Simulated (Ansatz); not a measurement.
Compare A (`C[SiH](N)BCl`) with its isomer B (`C[SiH2]B(N)Cl`).

Program: Ansatz. Geometries: PBE0-D4/def2-TZVP. ΔE: electronic, gas phase. CCSD(T)/CBS is the MP2 limit (def2-TZVPP, def2-QZVPP) plus CCSD(T) − MP2 in def2-TZVPP, frozen cores. DFT in def2-TZVPP. One conformer a species, not always the lowest.

Question: Which isomer does CCSD(T)/CBS put lower? Give the gap. (An estimate is asked.)

Answer: Computed: B, by 94.2 kJ/mol.

Question: Give E(B) − E(A) in kJ/mol with CCSD(T)/def2-SVP, PBE0-D4, B2PLYP, MP2/def2-TZVPP, HF/def2-TZVPP, r2SCAN-D4, BLYP-D4. (An estimate is asked.)

Answer: Computed: CCSD(T)/def2-SVP -120.5, PBE0-D4 -102.2, B2PLYP -97.6, MP2/def2-TZVPP -97.0, HF/def2-TZVPP -88.4, r2SCAN-D4 -100.7, BLYP-D4 -100.2. None reverses the order clearly.

Question: Does the order hold for the free energy at 298.15 K (harmonic terms from PBE0-D4)? (Best estimate.)

Answer: Computed: Yes: G(B) − G(A) = -88.5 kJ/mol, for one conformer each. Modes under 60 cm⁻¹, often nearly free rotors, make the harmonic entropy too high.

Largest T1 diagnostic: 0.012.

From BLYP to BHLYP (50 % exact exchange), in def2-TZVPP and without D4, E(B) − E(A) moves by +4.4 kJ/mol. In def2-TZVPP, CCSD(T) changes the Hartree–Fock value by −7.8 kJ/mol (the triples alone add −1.9 kJ/mol) and MP2 by −8.6 kJ/mol.
